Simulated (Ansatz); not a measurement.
The first iterations of a band of a periodic cell of 17 atoms, LiV₁₆ (host V, host structure bcc, interstitial Li).

Computed with DFT PBE, scalar-relativistic, plane waves, PAW in Ansatz 0.2.0. Settings: cutoff 420 eV, k mesh 3x3x3, gaussian smearing 0.1 eV, no spin polarisation.

```json
{
 "movable images": "5",
 "climbing image": "yes",
 "spring": "1.0 eV/Å²",
 "optimiser": "lbfgs",
 "start path": "IDPP",
 "force threshold": "0.05 eV/Å",
 "iteration limit": "13",
 "end points": "relaxed"
}
```

Initial state:

```xyz
17
Lattice="6.0400 0.0000 0.0000 0.0000 6.0400 0.0000 0.0000 0.0000 6.0400" Properties=species:S:1:pos:R:3
V 0.001 -0.062 0.047
V 3.020 -0.007 0.065
V -0.001 2.891 0.086
V 0.001 -0.052 3.029
V 1.454 1.560 1.417
V 3.021 3.043 -0.064
V 3.022 0.400 2.580
V 4.585 1.560 1.417
V 0.001 2.932 3.041
V 1.528 4.514 1.562
V 1.528 1.417 4.504
V 3.020 2.911 2.985
V 4.512 4.514 1.563
V 4.512 1.416 4.504
V 1.217 4.337 4.684
V 4.821 4.342 4.679
Li 3.016 5.061 3.952
```

Final state:

```xyz
17
Lattice="6.0400 0.0000 0.0000 0.0000 6.0400 0.0000 0.0000 0.0000 6.0400" Properties=species:S:1:pos:R:3
V 0.098 0.055 -0.051
V 3.051 -0.018 0.093
V 0.098 2.966 -0.052
V -0.049 -0.018 3.035
V 1.467 1.510 1.571
V 3.050 3.038 0.093
V 2.871 0.294 3.209
V 4.522 1.509 1.560
V -0.050 3.039 3.033
V 1.448 4.529 1.517
V 1.426 1.510 4.657
V 2.871 2.729 3.207
V 4.971 4.530 1.111
V 4.512 1.511 4.617
V 1.579 4.530 4.505
V 4.571 4.531 4.643
Li 3.605 4.533 2.495
```

| iteration | highest image above the first end (eV) | largest band force component (eV/Å) |
| --- | --- | --- |
| 1 | 0.844 | 1.684 |
| 2 | 0.713 | 1.307 |
| 3 | 0.402 | 0.538 |
| 4 | 0.346 | 0.516 |

Q: Does the band converge within its limit, and where does its top end?

A: The run ended unconverged. It ended after 13 iterations with the highest image 0.030 eV above the first end. The band didn't meet its force threshold, so its energies are provisional: the largest band force was still 0.14 eV/Å, and over the last iterations the top stayed at 0.03 eV. Limits of this set-up: coarse k mesh, magnetic elements without spin.

The run took 49 min on 4 threads of AMD EPYC 7571, on a shared host, peak memory 2.6 GiB.
